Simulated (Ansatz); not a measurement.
Relaxation of Si₄BPH₁₂, a doped cluster cut from the lattice of silicon (B and P 2.4 A apart) with RKS PBE-D4/def2-SVP.

```sh
$ ansatz run in.yaml --threads 4 --pin off --events-out ev --progress --plain --max-ram 4787MiB
```

```yaml
crystal:
  periodic: [false, false, false]
  atoms:
    - {symbol: B, position_ang: [-0.597200, -0.619340, 1.958480]}
    - {symbol: Si, position_ang: [1.964160, -0.660940, -0.691030]}
    - {symbol: Si, position_ang: [-0.788540, 1.971310, -0.599230]}
    - {symbol: Si, position_ang: [-1.844800, 0.465630, 0.856180]}
    - {symbol: Si, position_ang: [0.679320, 0.790330, -1.988000]}
    - {symbol: P, position_ang: [0.485150, -1.630090, 0.714950]}
    - {symbol: H, position_ang: [-1.143610, -1.410970, 2.664430]}
    - {symbol: H, position_ang: [0.199970, 0.051510, 2.553840]}
    - {symbol: H, position_ang: [2.715170, -1.819290, -1.196920]}
    - {symbol: H, position_ang: [2.878170, -0.050540, 0.285480]}
    - {symbol: H, position_ang: [-1.604200, 2.821760, -1.480300]}
    - {symbol: H, position_ang: [0.073290, 2.956110, 0.082830]}
    - {symbol: H, position_ang: [-2.669130, -0.330490, -0.099050]}
    - {symbol: H, position_ang: [-2.876460, 1.258040, 1.557640]}
    - {symbol: H, position_ang: [-0.031660, -0.101720, -2.925920]}
    - {symbol: H, position_ang: [1.642550, 1.457190, -2.879600]}
    - {symbol: H, position_ang: [-0.261390, -2.461250, -0.115400]}
    - {symbol: H, position_ang: [1.179190, -2.687230, 1.301640]}
basis:
  gaussian: {orbitals: def2-SVP}
hamiltonian: {xc: pbe, dispersion: d4}
scf: {lower_state_search: "off"}
output: {orbitals: {seedname: orbitals}}
relax: {f_tol: 0.02, max_steps: 100}
```

It took 13 s on 4 threads of Arm Neoverse V2 on a shared host.

Positions (Å) and forces (eV/Å) at steps 1, 2, 3, 4, 7 of 7:

```xyz
18
step=1 energy=-41635.8505 eV
B    -0.597   -0.619    1.958    0.414    0.128   -0.476
Si    1.964   -0.661   -0.691   -0.299    0.102    0.269
Si   -0.789    1.971   -0.599    0.252   -0.211    0.153
Si   -1.845    0.466    0.856   -0.062    0.025   -0.286
Si    0.679    0.790   -1.988    0.044   -0.183    0.078
P     0.485   -1.630    0.715   -0.420    0.325    0.523
H    -1.144   -1.411    2.664   -0.411   -0.532    0.320
H     0.200    0.052    2.554    0.382    0.431    0.283
H     2.715   -1.819   -1.197    0.226   -0.447   -0.571
H     2.878   -0.051    0.285    0.363    0.500    0.365
H    -1.604    2.822   -1.480   -0.534    0.214   -0.474
H     0.073    2.956    0.083    0.435    0.312    0.421
H    -2.669   -0.330   -0.099   -0.169   -0.328   -0.322
H    -2.876    1.258    1.558   -0.282    0.390    0.417
H    -0.032   -0.102   -2.926   -0.422   -0.456   -0.243
H     1.643    1.457   -2.880    0.414    0.582   -0.248
H    -0.261   -2.461   -0.115   -0.578   -0.355   -0.678
H     1.179   -2.687    1.302    0.648   -0.496    0.468
18
step=2 energy=-41636.1476 eV
B    -0.599   -0.606    1.945    0.136   -0.150   -0.094
Si    1.939   -0.676   -0.621    0.162   -0.048   -0.268
Si   -0.718    1.987   -0.592   -0.126   -0.204   -0.129
Si   -1.866    0.469    0.816    0.105    0.129   -0.203
Si    0.704    0.758   -2.022   -0.053    0.053    0.203
P     0.453   -1.725    0.763   -0.030    0.441    0.180
H    -1.189   -1.396    2.655   -0.161   -0.136    0.180
H     0.203    0.095    2.539    0.126    0.084    0.056
H     2.686   -1.776   -1.341   -0.003    0.062    0.066
H     2.881    0.054    0.293   -0.008   -0.028    0.071
H    -1.625    2.765   -1.506   -0.053    0.139   -0.033
H     0.161    2.952    0.152    0.060    0.061    0.058
H    -2.674   -0.370   -0.149   -0.063   -0.011   -0.057
H    -2.851    1.309    1.582   -0.058    0.013    0.099
H    -0.063   -0.177   -2.916   -0.070   -0.009   -0.068
H     1.633    1.594   -2.868    0.041   -0.080    0.021
H    -0.315   -2.527   -0.121   -0.084   -0.162   -0.150
H     1.239   -2.732    1.391    0.079   -0.155    0.068
18
step=3 energy=-41636.1702 eV
B    -0.598   -0.611    1.948    0.101   -0.055   -0.057
Si    1.965   -0.688   -0.636   -0.017    0.013    0.027
Si   -0.751    2.004   -0.619    0.015   -0.034    0.045
Si   -1.859    0.475    0.803   -0.052    0.094   -0.084
Si    0.686    0.744   -2.003    0.013    0.076   -0.009
P     0.467   -1.713    0.765    0.017    0.029    0.036
H    -1.205   -1.398    2.666   -0.031   -0.010    0.008
H     0.211    0.092    2.543    0.014    0.028    0.009
H     2.725   -1.783   -1.348   -0.043    0.055    0.037
H     2.890    0.026    0.313   -0.014    0.004   -0.040
H    -1.653    2.823   -1.513    0.035   -0.020    0.002
H     0.140    2.956    0.142    0.004    0.003   -0.001
H    -2.681   -0.351   -0.169   -0.019   -0.007    0.022
H    -2.843    1.300    1.601   -0.004   -0.026    0.017
H    -0.104   -0.168   -2.910    0.029   -0.003   -0.007
H     1.651    1.550   -2.841   -0.030   -0.047   -0.011
H    -0.290   -2.524   -0.136   -0.018   -0.056   -0.008
H     1.249   -2.733    1.394    0.000   -0.044    0.015
18
step=4 energy=-41636.1747 eV
B    -0.593   -0.613    1.941    0.039   -0.047   -0.023
Si    1.957   -0.679   -0.633   -0.010   -0.019    0.023
Si   -0.746    2.006   -0.615   -0.004    0.019    0.005
Si   -1.862    0.479    0.800   -0.024    0.005   -0.034
Si    0.686    0.752   -2.006   -0.009    0.002   -0.011
P     0.470   -1.724    0.767   -0.030    0.005    0.020
H    -1.208   -1.394    2.661   -0.007    0.019   -0.002
H     0.216    0.094    2.534   -0.001    0.003   -0.003
H     2.716   -1.771   -1.341    0.002    0.020    0.000
H     2.883    0.041    0.309   -0.011    0.002   -0.010
H    -1.640    2.827   -1.515    0.017   -0.004    0.005
H     0.145    2.957    0.146   -0.002   -0.011    0.002
H    -2.692   -0.350   -0.163    0.001    0.008    0.007
H    -2.847    1.291    1.609    0.019   -0.008    0.007
H    -0.096   -0.164   -2.915    0.006   -0.001    0.008
H     1.652    1.543   -2.854   -0.006   -0.010    0.006
H    -0.287   -2.546   -0.127    0.007    0.001    0.000
H     1.246   -2.747    1.402    0.013    0.015   -0.001
18
step=7 energy=-41636.1780 eV
B    -0.604   -0.628    1.908   -0.015    0.012    0.009
Si    1.950   -0.669   -0.625    0.001    0.004   -0.002
Si   -0.737    2.012   -0.611    0.004   -0.006    0.003
Si   -1.872    0.481    0.783    0.004    0.008   -0.004
Si    0.666    0.737   -2.011    0.000    0.003   -0.004
P     0.476   -1.741    0.763    0.012   -0.006   -0.009
H    -1.225   -1.391    2.640   -0.003   -0.008    0.007
H     0.201    0.089    2.495    0.006   -0.005    0.005
H     2.752   -1.735   -1.325   -0.001    0.003    0.002
H     2.842    0.080    0.326   -0.001    0.001   -0.002
H    -1.603    2.875   -1.496    0.002    0.002    0.001
H     0.180    2.920    0.172    0.001   -0.002   -0.002
H    -2.738   -0.315   -0.174    0.001   -0.003   -0.002
H    -2.818    1.296    1.633   -0.003    0.000   -0.003
H    -0.129   -0.192   -2.895   -0.002   -0.003    0.002
H     1.628    1.507   -2.881   -0.003    0.000   -0.002
H    -0.249   -2.598   -0.124    0.003   -0.002    0.000
H     1.279   -2.728    1.422   -0.006    0.002    0.000
```
